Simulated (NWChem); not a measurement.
System: BaF cation; SMILES [F][Ba+]

Input file for NWChem:

```
start job
memory heap 200 mb stack 900 mb global 1100 mb
charge 1
geometry units angstroms noautoz
  Ba     0.000000     0.000000    -0.228665
  F      0.000000     0.000000     1.928166
end
basis spherical
  Ba library def2-tzvp
  F library def2-tzvp
end
ecp
  Ba library def2-ecp
end
dft
  xc b3lyp
  iterations 150
  mulliken
end
task dft energy
```

Structure relaxed at the PBE0/def2-SVP level. def2 effective core potentials on Ba; no spin-orbit coupling.

Question: Give the results of this calculation. (B3LYP/def2-TZVP with def2 effective core potentials on Ba.) Quantities: energy (Ha); highest occupied level (eV); orbital gap (eV).

Answer: 
```yaml
energy (Ha): -125.27
highest occupied level (eV): -13.70
orbital gap (eV): 7.19
```
